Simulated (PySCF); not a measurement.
## [RhO2]+: from structure and modes to constants

Computed with PySCF, UPBE0, basis Rh def2-TZVP with ECP28, O def2-TZVP (scalar-relativistic core potentials, no spin–orbit coupling, density fitting).

The quintet minimum has Cs symmetry. Masses (u): Rh 102.90550, O 15.99492.

```xyz
3
charge 1 multiplicity 5, angstrom
Rh   -0.2043    0.0000   -0.6158
O     0.2562    0.0000    1.5405
O     1.0511    0.0000    2.4304
```

Harmonic wavenumbers (cm⁻¹): 107.7 (a', ×1), 187.8 (a', ×1), 1683.5 (a', ×1).

Problem. What is the harmonic zero-point energy?

Solution. Half the sum of all 3 wavenumbers, 1979/2 = 989 cm⁻¹, which is 11.8 kJ/mol (1 cm⁻¹ = 0.0119627 kJ/mol).

Problem. Find the vibrational entropy and heat capacity at 298.15 K.

Solution. With u = 1.43878 ω/T, each mode gives S = R[u/(eᵘ−1) − ln(1−e⁻ᵘ)] and C = R u² eᵘ/(eᵘ−1)².
```json
{"ω (cm⁻¹)": "107.7", "u": "0.519", "S (J/(mol K))": "13.85", "C (J/(mol K))": "8.13"}
{"ω (cm⁻¹)": "187.8", "u": "0.906", "S (J/(mol K))": "9.41", "C (J/(mol K))": "7.77"}
{"ω (cm⁻¹)": "1683.5", "u": "8.124", "S (J/(mol K))": "0.02", "C (J/(mol K))": "0.16"}
```
The sums over all modes are S = 23.3 and C = 16.1 J/(mol K); the softest mode gives 59 % of the entropy.

Only a few start shapes were tried, so a lower isomer may exist. Other spin states or occupations of the open shell can lie lower.
